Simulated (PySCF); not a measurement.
# BrCl⁻: script and output

File input.py (PySCF 2.14):

```python
from pyscf import gto, scf, tdscf

mol = gto.M(
    atom='Br 0 0 0; Cl 0 0 2.513',
    basis='x2c-svpall',
    charge=-1,
    spin=1,
    verbose=4,
)
mf = scf.UHF(mol)
mf = mf.sfx2c1e()
mf.kernel()
td = tdscf.TDA(mf)
td.nstates = 5
td.kernel()
td.analyze()
mf.dip_moment()
print('orbital energies (hartree):', [e[max(0, n-3):n+3].round(4) for e, n in zip(mf.mo_energy, mol.nelec)])
```

```bash
$ OMP_NUM_THREADS=1 python input.py
```

It prints (some set-up lines and the per-cycle HOMO/LUMO lines with their warnings removed):

```
PySCF version 2.14.0

[INPUT] Symbol           X                Y                Z      unit          X                Y                Z       unit  Magmom
[INPUT]  1 Br     0.000000000000   0.000000000000   0.000000000000 AA    0.000000000000   0.000000000000   0.000000000000 Bohr   0.0
[INPUT]  2 Cl     0.000000000000   0.000000000000   2.513000000000 AA    0.000000000000   0.000000000000   4.748881751032 Bohr   0.0

nuclear repulsion = 125.2926543961
number of shells = 6
number of NR pGTOs = 110
number of NR cGTOs = 50
basis = x2c-svpall
ecp = {}

******** <class 'pyscf.x2c.sfx2c1e.sfX2C1eUHF'> ********
method = sfX2C1eUHF
initial guess = minao
damping factor = 0
level_shift factor = 0
DIIS = <class 'pyscf.scf.diis.CDIIS'>
SCF conv_tol = 1e-09
SCF max_cycles = 50
number electrons alpha = 27  beta = 26

******** <class 'pyscf.x2c.sfx2c1e.SpinFreeX2CHelper'> ********
approx = 1e
xuncontract = 1
init E= -3064.40610581927

cycle= 1 E= -3064.75410598397  delta_E= -0.348  |g|= 0.17  |ddm|= 0.993
cycle= 2 E= -3064.77098381496  delta_E= -0.0169  |g|= 0.0565  |ddm|= 0.321
cycle= 3 E= -3064.77238121929  delta_E= -0.0014  |g|= 0.0153  |ddm|= 0.0644
cycle= 4 E= -3064.77259998929  delta_E= -0.000219  |g|= 0.00491  |ddm|= 0.0273
cycle= 5 E= -3064.77263712543  delta_E= -3.71e-05  |g|= 0.00211  |ddm|= 0.0118
cycle= 6 E= -3064.77264814789  delta_E= -1.1e-05  |g|= 0.00131  |ddm|= 0.0058
cycle= 7 E= -3064.77265599264  delta_E= -7.84e-06  |g|= 0.000645  |ddm|= 0.00701
cycle= 8 E= -3064.77265765793  delta_E= -1.67e-06  |g|= 0.000183  |ddm|= 0.00416
cycle= 9 E= -3064.77265776869  delta_E= -1.11e-07  |g|= 5.26e-05  |ddm|= 0.00107
cycle= 10 E= -3064.77265777374  delta_E= -5.05e-09  |g|= 1.53e-05  |ddm|= 0.000167
cycle= 11 E= -3064.77265777409  delta_E= -3.52e-10  |g|= 2.86e-06  |ddm|= 5.33e-05
Extra cycle  E= -3064.77265777411  delta_E= -1.36e-11  |g|= 1.35e-06  |ddm|= 4.63e-06
converged SCF energy = -3064.77265777411  <S^2> = 0.76169186  2S+1 = 2.0116579

******** <class 'pyscf.tdscf.uhf.TDA'> for <class 'pyscf.x2c.sfx2c1e.sfX2C1eUHF'> ********
nstates = 5
deg_eia_thresh = 1.000e-03
wfnsym = None
conv_tol = 1e-05
eigh lindep = 1e-12
eigh level_shift = 0
eigh max_cycle = 100

Excitation energies (eV)
[2.78169576 2.78169576 4.2428061  4.2428061  4.78329414]

** Excitation energies and oscillator strengths **
Excited State   1:      2.78170 eV    445.71 nm  f=0.0000
      23b ->   27b     -0.15877
      26b ->   27b      0.98112
Excited State   2:      2.78170 eV    445.71 nm  f=0.0000
      22b ->   27b     -0.15877
      25b ->   27b      0.98112
Excited State   3:      4.24281 eV    292.22 nm  f=0.0000
      23b ->   27b     -0.98007
      26b ->   27b     -0.16088
Excited State   4:      4.24281 eV    292.22 nm  f=0.0000
      22b ->   27b      0.98007
      25b ->   27b      0.16088
Excited State   5:      4.78329 eV    259.20 nm  f=0.5165
      24b ->   27b     -0.98646

** Transition electric dipole moments (AU) **
state          X           Y           Z        Dip. S.      Osc.
  1        -0.0065     -0.0136     -0.0000      0.0002      0.0000
  2        -0.0136      0.0065      0.0000      0.0002      0.0000
  3        -0.0024     -0.0054     -0.0000      0.0000      0.0000
  4         0.0054     -0.0024     -0.0000      0.0000      0.0000
  5         0.0000      0.0000     -2.0993      4.4072      0.5165

** Transition velocity dipole moments (imaginary part, AU) **
state          X           Y           Z        Dip. S.      Osc.
  1        -0.0279     -0.0584     -0.0000      0.0042      0.0273
  2        -0.0584      0.0279      0.0000      0.0042      0.0273
  3        -0.0017     -0.0037     -0.0000      0.0000      0.0001
  4         0.0037     -0.0017     -0.0000      0.0000      0.0001
  5         0.0000      0.0000     -0.2934      0.0861      0.3265

** Transition magnetic dipole moments (imaginary part, AU) **
state          X           Y           Z
  1        -0.1031      0.0493      0.0000
  2         0.0493      0.1031      0.0000
  3         0.5751     -0.2607      0.0000
  4         0.2607      0.5751     -0.0000
  5        -0.0000     -0.0000     -0.0000
Dipole moment(X, Y, Z, Debye):  0.00000,  0.00000, -5.82291
orbital energies (hartree): [array([-0.1651, -0.1651, -0.1205,  0.7388,  0.9057,  0.9534]), array([-0.1753, -0.1499, -0.1499,  0.2624,  0.7522,  0.9366])]
```

In short: E(SCF) = -3064.772658 Eh, 11 cycles, ⟨S²⟩ = 0.762, first excitations without spin–orbit coupling 2.78, 2.78, 4.24, 4.24, 4.78 eV.

Run time: 3.6 s on 1 thread of Arm Neoverse N1 (shared host).

The basis has no diffuse functions, which an anion needs. The bond length is a typed value, not an optimised one. The dipole of an ion depends on the origin. No search for the lowest solution was made.
